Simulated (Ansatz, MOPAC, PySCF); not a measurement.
Donor–acceptor adduct: BH3 (SMILES B) (first 4 atoms) with AsH3 (SMILES [AsH3]); geometry from B3LYP-D3(BJ)/def2-TZVP, rigid monomers moved along the line of their centres of mass till B1···As5 is 2.40 Å.
(charge 0, multiplicity 1):
```xyz
8

B     -0.0052    -0.0598     0.6296
H     -0.8662     0.7776     0.5787
H     -0.3529    -1.1824     0.3770
H      1.0665     0.2658     0.1928
As     0.4320    -0.1893     2.9904
H     -0.6901    -0.5792     3.9222
H      0.9047     1.0469     3.7169
H      1.4803    -1.1545     3.4890
```

Monomers are frozen at their geometry in the pair; levels with a basis set take the counterpoise correction. Rows marked so take none.

Cores are frozen in the correlated methods. Filled d and f shells under p-block atoms count as core. CBS: X⁻³ extrapolation of the correlation energy, Hartree–Fock from the larger set. Rows in 3-21G, 6-31G*, STO-3G carry no dispersion term and start afresh at each structure (6-31G* with six Cartesian d functions); the Pople sets are all-electron and without relativity. MP2/6-31G* freezes PySCF's default core, which leaves 3d correlated. The state that AM1, PM3, PM6 reach isn't checked.

The values were computed with Ansatz (Gaussian basis) for Hartree–Fock, density functionals and correlated methods; MOPAC for AM1, PM3, PM6 (differences of heats of formation); PySCF for 3-21G rows, 6-31G* rows, STO-3G rows, the dispersion terms. 

Other levels give for the interaction energy: PBE/def2-TZVPPD -26.42; B3LYP/def2-TZVPPD -20.69; B3LYP-D3(BJ)/def2-TZVPPD -23.17; wB97M-V/def2-TZVPPD -23.06; CCSD(T)/CBS(aug-cc-pVDZ, aug-cc-pVTZ) -22.69 kcal/mol.

Common cheap choices:

```tsv
level	interaction energy (kcal/mol)	less -22.69 (CCSD(T)/CBS(aug-cc-pVDZ, aug-cc-pVTZ))
AM1	-9.85	12.84
PM3	-30.79	-8.11
PM6	43.68	66.37
HF/STO-3G (no counterpoise)	-32.67	-9.99
HF/3-21G (no counterpoise)	-17.45	5.23
HF/6-31G*	-13.09	9.60
M06-2X/6-31G* (no counterpoise)	-22.65	0.04
MP2/6-31G* (no counterpoise)	-21.12	1.57
```

Ansatz is a first-principles code.
